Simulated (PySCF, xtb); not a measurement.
Co(OH)3 (CoH₃O₃), SMILES [OH][Co]([OH])[OH] (connectivity only; charge and spin as stated), neutral, multiplicity 5. The values are those of a single conformer.

Harmonic wavenumbers (cm⁻¹) from xtb with GFN2-xTB at its own minimum, in rising order: 79, 94, 155, 156, 290, 314, 346, 403, 452, 503, 524, 543, 3644, 3671, 3673.

Question: What does PBE0-D3(BJ)/def2-SVP run with PySCF 2.14.0 give at its own minimum? (Estimate from the structure and the level; the computed values follow.)

Answer: 102, 136, 177, 197, 253, 371, 420, 509, 634, 658, 722, 748, 3895, 3921, 3940. Paired by order, the mean absolute difference is 127 cm⁻¹ and the zero-point energies are 21.2 and 23.8 kcal/mol.
